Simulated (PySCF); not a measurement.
A geometry optimisation, step by step.

Species: C4H14OSi2.
Bonds: C1–Si2, Si2–C3, Si2–O4, O4–Si5, Si5–C6, Si5–C7. Hydrogens: H8, H9, H10 on C1; H11 on Si2; H12, H13, H14 on C3; H15 on Si5; H16, H17, H18 on C6; H19, H20, H21 on C7.

Computed by this run: PBE0-D3(BJ)/def2-SVP geometry optimisation, gas phase in PySCF 2.14.0; density fitting, grid level 1; the optimiser is geomeTRIC in internal coordinates, started from a GFN2-xTB structure. 9 of its 17 geometries are shown. The frame can shift and turn from step to step; on so coarse a grid that alone can change the energy by a few meV, and forces under 0.02 eV/Å are noise.

Step 0: E = -22158.8326 eV, largest atomic force 1.218 eV/Å
```
atom  x, y, z in Å  |  force x, y, z in eV/Å
C1      1.902    1.637    1.025   -0.252  -0.840   0.161
Si2     1.260   -0.143    1.206    0.922   0.337  -0.721
C3      2.137   -1.288   -0.031   -0.371   0.488   0.655
O4     -0.344   -0.163    0.928   -0.074  -0.126   0.106
Si5    -1.731    0.035    0.098   -0.255  -0.203  -1.172
C6     -1.494    1.357   -1.247   -0.160  -0.573   0.648
C7     -2.215   -1.628   -0.682    0.121   0.809   0.382
H8      1.338    2.319    1.654   -0.302   0.284   0.350
H9      2.947    1.714    1.308    0.563   0.009   0.157
H10     1.813    1.990    0.000   -0.077   0.061  -0.517
H11     1.366   -0.636    2.584    0.380  -0.142   0.489
H12     1.758   -2.303    0.040   -0.220  -0.488   0.088
H13     3.207   -1.324    0.153    0.566   0.003   0.119
H14     1.991   -0.957   -1.056   -0.116   0.258  -0.441
H15    -2.689    0.464    1.123   -0.587   0.168   0.147
H16    -0.780    1.035   -2.001    0.346  -0.253  -0.309
H17    -2.425    1.583   -1.756   -0.517   0.089  -0.249
H18    -1.121    2.283   -0.820    0.170   0.445   0.274
H19    -2.265   -2.410    0.070   -0.020  -0.338   0.430
H20    -1.496   -1.944   -1.434    0.402  -0.043  -0.342
H21    -3.187   -1.571   -1.162   -0.521   0.055  -0.256
```

Step 2: E = -22158.9973 eV, largest atomic force 0.100 eV/Å
```
atom  x, y, z in Å  |  force x, y, z in eV/Å
C1      1.950    1.565    1.033   -0.006   0.044  -0.042
Si2     1.281   -0.176    1.203    0.046  -0.002  -0.002
C3      2.145   -1.349    0.028    0.012   0.005  -0.058
O4     -0.345   -0.180    0.895   -0.042  -0.041   0.082
Si5    -1.754    0.052    0.057   -0.015   0.044  -0.029
C6     -1.515    1.418   -1.202    0.020  -0.003  -0.059
C7     -2.253   -1.552   -0.765    0.023  -0.048  -0.025
H8      1.396    2.262    1.681    0.005  -0.011   0.010
H9      3.013    1.611    1.316    0.006  -0.009   0.004
H10     1.860    1.924   -0.005   -0.003  -0.013   0.012
H11     1.488   -0.647    2.608   -0.040   0.002  -0.002
H12     1.747   -2.371    0.122   -0.005   0.005   0.014
H13     3.228   -1.386    0.231    0.002  -0.004   0.010
H14     2.010   -1.029   -1.019   -0.001   0.003   0.018
H15    -2.816    0.458    1.031    0.029  -0.002   0.023
H16    -0.776    1.124   -1.966   -0.005   0.001   0.016
H17    -2.459    1.651   -1.720   -0.003   0.000   0.004
H18    -1.155    2.342   -0.723   -0.010  -0.004   0.016
H19    -2.325   -2.362   -0.021   -0.007   0.010   0.000
H20    -1.515   -1.856   -1.524   -0.001   0.013   0.011
H21    -3.232   -1.458   -1.260   -0.006   0.009  -0.002
```

Step 4: E = -22158.9999 eV, largest atomic force 0.061 eV/Å
```
atom  x, y, z in Å  |  force x, y, z in eV/Å
C1      1.932    1.566    1.021    0.004  -0.019   0.026
Si2     1.271   -0.176    1.214   -0.002   0.022  -0.047
C3      2.129   -1.348    0.032    0.005  -0.004   0.036
O4     -0.360   -0.190    0.922   -0.020  -0.026   0.051
Si5    -1.753    0.050    0.061    0.025  -0.007  -0.035
C6     -1.491    1.417   -1.195   -0.017   0.004   0.025
C7     -2.236   -1.552   -0.778   -0.023   0.023   0.014
H8      1.387    2.265    1.674    0.002   0.007   0.001
H9      3.000    1.613    1.289    0.000   0.006  -0.007
H10     1.826    1.915   -0.018   -0.003   0.004  -0.006
H11     1.471   -0.640    2.621    0.017   0.001   0.005
H12     1.730   -2.369    0.134    0.001  -0.004  -0.008
H13     3.213   -1.386    0.230    0.000  -0.004  -0.005
H14     1.985   -1.027   -1.012    0.001   0.003  -0.008
H15    -2.817    0.454    1.031   -0.014   0.004  -0.007
H16    -0.737    1.124   -1.943    0.008   0.000  -0.005
H17    -2.426    1.650   -1.728    0.004   0.000  -0.008
H18    -1.143    2.338   -0.701    0.000   0.007  -0.008
H19    -2.325   -2.364   -0.040   -0.001  -0.006  -0.002
H20    -1.480   -1.848   -1.523    0.007  -0.004  -0.004
H21    -3.205   -1.452   -1.293    0.005  -0.007  -0.008
```

Step 6: E = -22159.0033 eV, largest atomic force 0.104 eV/Å
```
atom  x, y, z in Å  |  force x, y, z in eV/Å
C1      1.846    1.572    0.975    0.010  -0.061   0.057
Si2     1.225   -0.175    1.255   -0.043   0.017  -0.049
C3      2.057   -1.357    0.061   -0.025  -0.010   0.089
O4     -0.421   -0.236    1.038    0.026   0.011   0.008
Si5    -1.745    0.035    0.074    0.039  -0.035  -0.017
C6     -1.382    1.419   -1.140   -0.037   0.009   0.097
C7     -2.167   -1.546   -0.836   -0.031   0.073   0.030
H8      1.345    2.283    1.649   -0.010   0.014  -0.014
H9      2.930    1.634    1.161   -0.006   0.008  -0.009
H10     1.659    1.886   -0.064    0.003   0.027  -0.006
H11     1.479   -0.596    2.665    0.052   0.003   0.000
H12     1.670   -2.379    0.195    0.002  -0.003  -0.025
H13     3.147   -1.384    0.218    0.000   0.007  -0.011
H14     1.868   -1.050   -0.980    0.009  -0.009  -0.026
H15    -2.865    0.433    0.980   -0.035  -0.002  -0.034
H16    -0.559    1.140   -1.816    0.009   0.007  -0.025
H17    -2.267    1.651   -1.753    0.005  -0.010  -0.016
H18    -1.094    2.336   -0.603    0.013   0.006  -0.028
H19    -2.338   -2.372   -0.129    0.009  -0.014  -0.003
H20    -1.340   -1.830   -1.506    0.001  -0.030  -0.011
H21    -3.077   -1.424   -1.446    0.009  -0.009  -0.004
```

Step 8: E = -22159.0061 eV, largest atomic force 0.037 eV/Å
```
atom  x, y, z in Å  |  force x, y, z in eV/Å
C1      1.835    1.575    0.975   -0.007   0.008  -0.015
Si2     1.218   -0.172    1.258    0.002  -0.019  -0.006
C3      2.038   -1.364    0.067   -0.004   0.004  -0.019
O4     -0.430   -0.239    1.060   -0.012   0.031   0.018
Si5    -1.740    0.032    0.074    0.006  -0.008  -0.004
C6     -1.369    1.422   -1.128    0.016   0.002  -0.004
C7     -2.151   -1.546   -0.845    0.017  -0.010  -0.012
H8      1.340    2.285    1.656   -0.003  -0.004   0.002
H9      2.921    1.639    1.148    0.000  -0.003   0.008
H10     1.638    1.900   -0.059    0.003   0.001   0.001
H11     1.509   -0.584    2.665   -0.004  -0.001  -0.002
H12     1.654   -2.386    0.206   -0.001   0.002   0.005
H13     3.130   -1.387    0.213    0.000   0.000   0.005
H14     1.844   -1.067   -0.977    0.003  -0.001   0.004
H15    -2.888    0.423    0.949    0.004  -0.005   0.005
H16    -0.533    1.155   -1.795   -0.004   0.000   0.001
H17    -2.245    1.640   -1.759   -0.004  -0.003   0.003
H18    -1.097    2.347   -0.596   -0.002  -0.001   0.002
H19    -2.338   -2.372   -0.142   -0.002   0.004   0.003
H20    -1.316   -1.842   -1.501   -0.004   0.000   0.001
H21    -3.048   -1.420   -1.471   -0.004   0.004   0.003
```

Step 10: E = -22159.0066 eV, largest atomic force 0.036 eV/Å
```
atom  x, y, z in Å  |  force x, y, z in eV/Å
C1      1.823    1.578    0.973    0.002   0.004  -0.001
Si2     1.211   -0.169    1.261    0.011  -0.013  -0.002
C3      2.020   -1.363    0.064    0.003   0.002  -0.007
O4     -0.439   -0.237    1.080   -0.004   0.029   0.022
Si5    -1.735    0.030    0.075   -0.007  -0.015  -0.010
C6     -1.354    1.423   -1.122   -0.005  -0.001  -0.010
C7     -2.131   -1.548   -0.850   -0.002  -0.003  -0.002
H8      1.330    2.285    1.658   -0.001   0.000  -0.001
H9      2.910    1.642    1.145   -0.001   0.003   0.003
H10     1.623    1.906   -0.059    0.003  -0.005   0.001
H11     1.513   -0.579    2.666    0.002  -0.004  -0.001
H12     1.632   -2.384    0.208    0.000  -0.001   0.001
H13     3.112   -1.391    0.207    0.000  -0.002   0.001
H14     1.824   -1.068   -0.979   -0.001   0.002   0.001
H15    -2.895    0.415    0.936   -0.001  -0.001   0.000
H16    -0.509    1.160   -1.779   -0.001  -0.001   0.002
H17    -2.225    1.631   -1.764    0.001   0.004   0.001
H18    -1.097    2.351   -0.588   -0.001  -0.001   0.003
H19    -2.329   -2.372   -0.148    0.000   0.000   0.000
H20    -1.289   -1.847   -1.495    0.001   0.004  -0.001
H21    -3.020   -1.422   -1.488    0.000  -0.002   0.000
```

Step 12: E = -22159.0079 eV, largest atomic force 0.039 eV/Å
```
atom  x, y, z in Å  |  force x, y, z in eV/Å
C1      1.824    1.585    0.990    0.009  -0.010   0.035
Si2     1.199   -0.160    1.264    0.002  -0.006  -0.001
C3      1.978   -1.353    0.046    0.008  -0.003   0.024
O4     -0.455   -0.208    1.111    0.010   0.030   0.006
Si5    -1.731    0.029    0.073   -0.010  -0.026  -0.010
C6     -1.349    1.418   -1.128   -0.031  -0.006  -0.001
C7     -2.085   -1.562   -0.849   -0.031   0.011   0.021
H8      1.326    2.285    1.679    0.001   0.009  -0.010
H9      2.909    1.641    1.177   -0.001   0.006  -0.009
H10     1.638    1.927   -0.040   -0.003  -0.006  -0.007
H11     1.517   -0.586    2.661    0.007  -0.006  -0.001
H12     1.572   -2.367    0.184    0.002  -0.003  -0.010
H13     3.070   -1.402    0.185    0.000   0.000  -0.008
H14     1.784   -1.044   -0.994   -0.005   0.005  -0.005
H15    -2.915    0.398    0.908   -0.005   0.005  -0.006
H16    -0.490    1.166   -1.769    0.007  -0.001   0.001
H17    -2.215    1.604   -1.784    0.009   0.009  -0.003
H18    -1.120    2.355   -0.597    0.008   0.000   0.002
H19    -2.289   -2.380   -0.141    0.007  -0.008  -0.007
H20    -1.230   -1.859   -1.476    0.010   0.006  -0.003
H21    -2.967   -1.449   -1.500    0.008  -0.006  -0.007
```

Step 14: E = -22159.0097 eV, largest atomic force 0.039 eV/Å
```
atom  x, y, z in Å  |  force x, y, z in eV/Å
C1      1.842    1.590    1.025    0.006  -0.014   0.036
Si2     1.185   -0.147    1.271   -0.017  -0.002  -0.001
C3      1.924   -1.329    0.017    0.004  -0.007   0.031
O4     -0.473   -0.155    1.140    0.017   0.019  -0.017
Si5    -1.734    0.029    0.070    0.004  -0.018   0.002
C6     -1.358    1.408   -1.145   -0.025  -0.003   0.012
C7     -2.030   -1.583   -0.834   -0.025   0.012   0.020
H8      1.340    2.291    1.711    0.002   0.008  -0.008
H9      2.923    1.630    1.233    0.000   0.003  -0.013
H10     1.679    1.942   -0.006   -0.007  -0.001  -0.007
H11     1.512   -0.611    2.653    0.002  -0.003  -0.001
H12     1.491   -2.335    0.130    0.003  -0.001  -0.010
H13     3.015   -1.413    0.148    0.000   0.004  -0.010
H14     1.733   -0.987   -1.013   -0.004   0.003  -0.005
H15    -2.942    0.384    0.876   -0.004   0.003  -0.006
H16    -0.483    1.162   -1.768    0.006   0.000  -0.002
H17    -2.215    1.572   -1.819    0.007   0.005  -0.005
H18    -1.154    2.355   -0.622    0.008   0.000  -0.002
H19    -2.224   -2.398   -0.120    0.008  -0.006  -0.006
H20    -1.156   -1.864   -1.444    0.007   0.001  -0.003
H21    -2.902   -1.503   -1.503    0.007  -0.004  -0.006
```

Step 16: E = -22159.0103 eV, largest atomic force under 0.02 eV/Å
```
atom  x, y, z in Å  |  force x, y, z in eV/Å
C1      1.846    1.588    1.036    0.000   0.000  -0.001
Si2     1.180   -0.146    1.276   -0.003  -0.006   0.000
C3      1.912   -1.320    0.012    0.000  -0.001   0.000
O4     -0.478   -0.141    1.142    0.000   0.010  -0.006
Si5    -1.738    0.030    0.070    0.002  -0.002   0.003
C6     -1.362    1.405   -1.149    0.004   0.002   0.003
C7     -2.019   -1.588   -0.830    0.006  -0.001  -0.004
H8      1.351    2.296    1.719    0.002  -0.002   0.004
H9      2.929    1.624    1.236    0.001  -0.002  -0.003
H10     1.681    1.937    0.004   -0.004   0.003   0.002
H11     1.505   -0.623    2.655   -0.005   0.000   0.001
H12     1.478   -2.327    0.113    0.002   0.000   0.002
H13     3.004   -1.408    0.135    0.001   0.003  -0.001
H14     1.717   -0.966   -1.014   -0.001  -0.001   0.000
H15    -2.950    0.383    0.869    0.000  -0.002   0.000
H16    -0.483    1.157   -1.766   -0.001   0.000  -0.001
H17    -2.213    1.572   -1.829   -0.001  -0.001   0.001
H18    -1.156    2.352   -0.626    0.000   0.000  -0.001
H19    -2.205   -2.406   -0.116    0.000   0.001   0.001
H20    -1.139   -1.857   -1.435   -0.002  -0.001   0.000
H21    -2.888   -1.521   -1.504   -0.001   0.001   0.001
```

Q: Summarise the path.

A: The energy falls by 0.1777 eV from step 0 to step 16; nine tenths of that is first reached at step 2. It falls at every step. The largest force goes from 1.218 to under 0.02 eV/Å. Among the bonds O4–Si5 changes most (a near tie, within 0.001 Å, with another), from 1.628 to 1.663 Å; the atoms move by 0.221 Å rms after alignment.

What follows is the cost of the whole optimisation. Hardware: an x86-64 server with one thread (shared host). Cost: 5.8 min of wall time.
